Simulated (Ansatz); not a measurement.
Consider the formal exchange of groups at the Se–Se bond: `[SeH][SeH]` + `FBF` → `FB(F)[SeH]` + H₂Se.

Computed with Ansatz on PBE0-D4/def2-TZVP structures; ΔE is electronic, products minus reactants. CBS: MP2 limit from def2 TZ/QZ plus the TZ coupled-cluster correction, frozen cores. This one scheme is used for every species. Functionals use def2-TZVPP. HSE06 is defined as in plane-wave codes. For Se outer-core shells are correlated without core-valence functions, which leaves a few kJ/mol of doubt a bond. Scalar relativity is left out up to krypton. Each species was taken in one conformer, which may not be the lowest.

```csv
level,ΔE (kJ/mol),difference from CCSD(T)/CBS
B97M-V,-57.0,-6.4
ωB97M-V,-49.3,1.3
PBE,-47.1,3.5
revPBE,-43.9,6.7
BLYP,-38.6,12.0
HSE06,-48.7,1.9
CAM-B3LYP,-48.3,2.3
CCSD(T)/def2-SVP,-63.6,-13.0
HF/def2-TZVPP,-41.8,8.8
CCSD(T)/def2-TZVPP,-54.5,-3.9
CCSD(T)/CBS,-50.6,0
```

Largest T1 diagnostic among the species: 0.013.

Leaving LDA and LC-ωPBE aside and taking each functional with its dispersion term where it has one, the values, not all of them listed here, spread over 17.7 kJ/mol, from B97M-V to BLYP-D4. LDA lies −13.3 kJ/mol from PBE without D4. At CCSD(T), def2-SVP lies −13.0 kJ/mol from the extrapolated value and def2-TZVPP −3.9 kJ/mol.
